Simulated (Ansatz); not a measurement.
Input file for Ansatz (a first-principles code): R-PBE/def2-TZVPP on SO2 (SMILES O=[S+][O-]).

Ansatz 0.2 input:
```yaml
crystal:
  periodic: [false, false, false]
  atoms:
    - {symbol: S, position_ang: [-0.00000000, -0.00000000, 0.48775336]}
    - {symbol: O, position_ang: [0.00000000, 1.23858797, -0.24382668]}
    - {symbol: O, position_ang: [0.00000000, -1.23858797, -0.24382668]}
basis:
  gaussian:
    orbitals: def2-TZVPP
hamiltonian:
  xc: {name: PBE}
scf: {lower_state_search: off}
```

Program output:

```
WARN ansatz: RAYON_NUM_THREADS=4 ignored (pool sized by the plan → 4); use --threads N
Functional definition: PBE
these checks for a lower state are left out or cut short: stability, starts, cluster_reference, orbital_swaps, neighbouring_geometries, increment
integrals: 0.02 GiB planned
586 factors; their error is unknown
mean field: 0.24 GiB planned
mean field evaluation 1: about -14912.6931 eV, gradient 7.9e1 eV
mean field evaluation 2: about -14854.7923 eV, gradient 1.9e2 eV
mean field evaluation 4: about -14922.6953 eV, gradient 5.9e0 eV
mean field evaluation 8: about -14922.7600 eV, gradient 9.7e-2 eV
mean field evaluation 16: about -14922.7600 eV, gradient 2.3e-6 eV
mean field -14922.76002518 eV, -548.4013159152 hartree, gradient 2.3e-6 eV, S^2 0.000000; 0 other end points of the search recorded, 0 dependent functions left out
reference -14922.76004650 eV, -548.4013166987 hartree; 16, 16 occupied and 88, 88 virtual orbitals, 586 factors
Total energy: -14922.76004650 eV, -548.4013166987 hartree
Checks for a lower state left out: stability, starts, cluster_reference, orbital_swaps, neighbouring_geometries, increment
```

The calculation finished and met its thresholds.

Cost: roughly 0.8 core-seconds.
